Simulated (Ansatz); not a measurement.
**Reading a saddle point**

A first-order saddle point of BN2H8Cl, singlet, PBE0-D4/def2-TZVP, with one imaginary mode of 146i cm⁻¹:

```csv
atom,x (Å),y (Å),z (Å)
B1,-1.4743,-0.7941,-0.2487
Cl2,-0.4224,0.8770,-2.0270
H3,-1.4084,-1.6548,-1.0723
H4,-2.4111,-0.0602,-0.1630
H5,0.9471,0.2872,0.5529
N6,-0.5856,-0.8795,0.8822
H7,0.7869,1.0428,-0.9566
N8,1.5055,0.9613,-0.0016
H9,-0.0773,-1.7381,1.0290
H10,-0.8795,-0.4685,1.7552
H11,1.6036,1.8445,0.4837
H12,2.4153,0.5823,-0.2339
```

Ansatz 0.2.0; basis: def2-TZVPP and def2-QZVPP; cores frozen in the correlated methods. Extrapolation: Hartree–Fock as exp(−7.88 √X), correlation as X^−2.97.

Question: Which contacts change along the imaginary mode, and what lies on either side? (Judge from chemistry; the calculation decides.)

Answer: Computed: The step is BH₂Cl ([BH2][Cl]) + NH₃ + NH₃ → BNH₄ ([BH2][NH2]) + HCl + NH₃, with the molecules in contact on both sides. Shortening one way: B1–N6, Cl2–H7, H5–N8; lengthening the same way: B1–Cl2, H5–N6, H7–N8.
| pair | one side (Å) | saddle (Å) | other side (Å) |
| --- | --- | --- | --- |
| B1–N6 | 1.60 | 1.44 | 1.39 |
| Cl2–H7 | 2.59 | 1.62 | 1.36 |
| H5–N8 | 1.86 | 1.04 | 1.02 |
| B1–Cl2 | 1.88 | 2.66 | 4.12 |
| H5–N6 | 1.04 | 1.95 | 2.40 |
| H7–N8 | 1.02 | 1.20 | 1.62 |

Question: Which side is lower, and how far does the saddle lie above each? (Judge from chemistry; the value comes from the calculation.)

Answer: By the calculation: The side with B1–Cl2, H5–N6, H7–N8 short is lower by 0.870 eV; the saddle lies 1.066 eV above it and 0.196 eV above the other (CCSD(T) at an estimated basis limit (MP2 extrapolated from triple and quadruple zeta, plus CCSD(T) − MP2 in triple zeta); electronic energies).

The T1 diagnostic stays at or below 0.011.

The step is the kind of exchange with an N–H group that builds nitride films in atomic layer and chemical vapour deposition.

Labels in which every atom is bracketed show which atoms are joined, not bond orders.

For scale, one of the runs: CCSD(T)/def2-TZVPP, 247 basis functions, launched by `ansatz run in.yaml --threads 4 --pin off --events-out ev --progress --plain --max-ram 9574MiB`. Time: 2.1 min of wall clock on 4 CPU threads of an Arm Neoverse V1; the host was shared. Peak host memory: 5.1 GiB.
